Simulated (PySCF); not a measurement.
In(Br)(OH)2 (BrH2InO2), SMILES [OH][In]([OH])[Br]. Coordinates come from a B3LYP-D3(BJ)/def2-SVP optimisation. The def2 effective core potentials stand for the cores of In; spin–orbit coupling is left out. One conformer was computed; it need not be the lowest.

Computed equilibrium geometry at B3LYP-D3(BJ)/def2-SVP (PySCF confirms it by a frequency run) as a Z-matrix, and its point group (one conformer of several):
point group Cs.
```
In
O 1 1.9941
H 2 0.9693 1 110.30
O 1 2.0008 2 119.37 3 0.00
H 4 0.9685 1 111.43 2 180.00
Br 1 2.4856 2 119.28 3 180.00
```
Charge 0, spin multiplicity 1.
